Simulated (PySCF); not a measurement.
A calculated (LDA, PySCF 2.14, aug-cc-pVDZ, no relativity, point nucleus) atom or ion has these occupied shells.

```csv
shell,electrons,orbital energy (eV),"rms radius, mean of both spins (bohr)"
1s α,1,-285.73,0.316
1s β,1,-285.16,0.316
2s α,1,-26.175,1.62
2s β,1,-24.656,1.62
2p α,1,-17.818,1.66
```

**Question.** Name the element and its charge.

**Answer.** C⁺ (carbon, charge +1), in [He] 2s2 2p1, 2P determinant.
